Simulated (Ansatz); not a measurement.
```yaml
crystal:
  periodic: [false, false, false]
  atoms:
    - {symbol: Nb, position_ang: [0.054707, -1.115680, 0.006208]}
    - {symbol: Nb, position_ang: [-0.054762, 1.115687, -0.006534]}
    - {symbol: S, position_ang: [2.093656, 0.101681, -0.052532]}
    - {symbol: S, position_ang: [-2.093610, -0.101678, 0.052858]}
basis:
  gaussian: {orbitals: def2-mTZVP}
hamiltonian: {xc: {name: wB97M-V}, dispersion: d2}
scf: {omitted_lower_state_checks: [starts]}
```

```sh
$ ansatz run in.yaml --threads 4 --pin off --events-out ev --progress --plain --max-ram 3916MiB
```

Shortened log:

```
Error: YAML parse error: error: line 10 column 48: hamiltonian.dispersion: `d2` is not `none`, `rvv10`, `d3bj`, `d3bjatm`, `d4` or a map `{method: …, s8: …, a1: …, a2_bohr: …}` (numbers without units, a2 in bohr) or `{method: …, functional: …}`
 8 | basis:
 9 |   gaussian: {orbitals: def2-mTZVP}
10 | hamiltonian: {xc: {name: wB97M-V}, dispersion: d2}
11 | scf: {omitted_lower_state_checks: [starts]}
```

Something in this input is off. What?

The program holds no damping parameters for this pairing of functional and dispersion term, so they'd have to be typed. The program refused the input.
